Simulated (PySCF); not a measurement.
Si(H)(Et)(NH2)(NMe2), C4H14N2Si, SMILES CC[SiH](N)N(C)C, singlet, GFN2-xTB optimised geometry.

```
21

Si    -1.51     0.01     0.00
N     -2.14    -0.71    -1.43
C     -2.34    -0.93     1.44
C     -1.89    -0.43     2.81
N      0.22     0.01     0.00
C      0.99     0.94     0.78
C      0.99    -1.16    -0.37
H     -1.87     1.43     0.00
H     -1.73    -0.49    -2.32
H     -2.49    -1.65    -1.43
H     -3.42    -0.84     1.37
H     -2.12    -2.00     1.38
H     -0.82    -0.55     2.93
H     -2.39    -0.97     3.61
H     -2.13     0.63     2.92
H      1.87     1.26     0.21
H      1.33     0.51     1.72
H      0.38     1.82     1.00
H      1.33    -1.72     0.51
H      0.38    -1.82    -0.98
H      1.87    -0.86    -0.94
```

Density from B3LYP/def2-SVP (PySCF) at that geometry.

Minimum of the electron density along straight lines between bonded atoms, close to the bond critical point (lines longer than 1.1 times the sum of covalent radii, or with two minima, are not listed):

| bond | length / Å | ρ at the minimum / e bohr⁻³ | ∇²ρ there / e bohr⁻⁵ | position (fraction from the first atom) |
|---|---|---|---|---|
| Si1–N2 | 1.721 | 0.123 | 0.76 | 0.40 |
| Si1–C3 | 1.910 | 0.112 | ? | 0.38 |
| C3–C4 | 1.525 | ? | ? | 0.50 |
| Si1–N5 | 1.731 | 0.121 | 0.72 | 0.40 |
| N5–C6 | 1.439 | 0.276 | -0.79 | 0.61 |
| N5–C7 | 1.441 | 0.275 | -0.79 | 0.60 |
| Si1–H8 | 1.466 | 0.117 | 0.33 | 0.49 |
| N2–H9 | 1.005 | 0.333 | -1.52 | 0.76 |
| N2–H10 | 1.005 | 0.333 | -1.52 | 0.76 |
| C3–H11 | 1.090 | 0.272 | -0.96 | 0.62 |
| C3–H12 | 1.092 | 0.270 | -0.94 | 0.62 |
| C4–H13 | 1.088 | 0.277 | -1.01 | 0.62 |
| C4–H14 | 1.090 | 0.276 | -1.01 | 0.62 |
| C4–H15 | 1.088 | 0.278 | -1.02 | 0.62 |
| C6–H16 | 1.095 | 0.277 | -1.02 | 0.63 |
| C6–H17 | 1.098 | 0.275 | -1.00 | 0.62 |
| C6–H18 | 1.086 | 0.282 | -1.07 | 0.63 |
| C7–H19 | 1.098 | 0.275 | -1.00 | 0.62 |
| C7–H20 | 1.087 | 0.282 | -1.07 | 0.63 |
| C7–H21 | 1.095 | 0.277 | -1.01 | 0.63 |

Question: Some entries are withheld; supply them.

Answer: 
- Si1–C3, ∇²ρ there / e bohr⁻⁵: 0.31
- C3–C4, ρ at the minimum / e bohr⁻³: 0.241
- C3–C4, ∇²ρ there / e bohr⁻⁵: -0.54
